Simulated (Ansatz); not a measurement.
Gas-phase electronic energies from Ansatz, PBE0-D4/def2-TZVP geometries. CCSD(T)/CBS adds triple-zeta CCSD(T) − MP2 to the extrapolated MP2 energy (def2 sets, frozen cores). DFT in def2-TZVPP. One conformer a species, not always the lowest.

Reaction (ligand exchange at the Si–N bond): `FB(F)N[SiH3]` + `CN[SiH2]Cl` → `CN([SiH3])[SiH2]Cl` + `NB(F)F`

```csv
level,ΔE (kJ/mol)
r2SCAN-D4,-7.1
BHLYP-D4,-8.4
PBE0,-4.3
HF/CBS(def2),2.3
```

Question: What does CCSD(T)/CBS give? (Estimate.)

Answer: The calculation gave: -8.4 kJ/mol. The listed levels differ from it by 1.3, 0.0, 4.1, 10.7 kJ/mol.

Largest T1 diagnostic among the species: 0.012.

In def2-TZVPP, CCSD(T) changes the Hartree–Fock value by −11.1 kJ/mol (the triples alone add −1.9 kJ/mol) and MP2 by −13.5 kJ/mol. Leaving LDA and LC-ωPBE aside and taking each functional with its dispersion term where it has one, the values, not all of them listed here, spread over 6.2 kJ/mol, from revPBE-D4 to B2PLYP. LDA lies −6.0 kJ/mol from PBE without D4. The D4 term adds −7.8 kJ/mol with B3LYP and −4.4 kJ/mol with PBE0; it sums over pairs of atoms, weighted by their polarisabilities, and B3LYP, whose exchange is more repulsive, gets the larger term.

B3LYP here is the variant with VWN-RPA as its local correlation; programs differ in this.
